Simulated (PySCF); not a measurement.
Excitations are Tamm–Dancoff values on a coarser integration grid. The basis has no diffuse functions, so Rydberg states are missing or too high.

Cartesian coordinates (Å):
```xyz
4

Cl    -0.3270     2.1211     0.0004
Ga    -0.0043     0.0281     0.0000
Br    -1.7743    -1.3737     0.0315
Br     2.1056    -0.7755    -0.0319
```
Charge 0, spin multiplicity 1.

Problem. What is the computed dipole moment, S1 excitation (TDA), S1–T1 gap (TDA), T1 excitation (TDA), S1 oscillator strength, LUMO, HOMO–LUMO gap and HOMO (M06-2X/def2-TZVP // PBE0-D3(BJ)/def2-TZVP run with PySCF)?

Solution. 
- dipole moment = 0.32 D
- S1 excitation (TDA) = 5.81 eV
- S1–T1 gap (TDA) = 0.35 eV
- T1 excitation (TDA) = 5.46 eV
- S1 oscillator strength = 0.008
- LUMO = -1.22 eV
- HOMO–LUMO gap = 8.85 eV
- HOMO = -10.07 eV
